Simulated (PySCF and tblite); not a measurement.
The numbers below are computed, except where a source is named.
System: C7H12Si, numbered as in [CH3:1][SiH:2]([CH3:3])[CH:4]1[CH:5]=[CH:6][CH:7]=[CH:8]1.

Motion: shift of Si2 from C4 to C8. GFN2-xTB gives an electronic barrier of 10.2 kcal/mol.

DFT energies on a tight-binding saddle of a bond shift can be off by several kcal/mol.

(1) What does PBE0/pcSseg-1 + D3(BJ) give on GFN2-xTB geometries?

Programs: tblite and PySCF.

Results:

(1) A barrier of 13.7 kcal/mol, 3.4 above the tight-binding barrier (from unrounded values) and, with GFN2-xTB thermal terms, ΔG‡(298 K) = 14.2 kcal/mol and k = 474 s⁻¹ (2 equivalent paths).
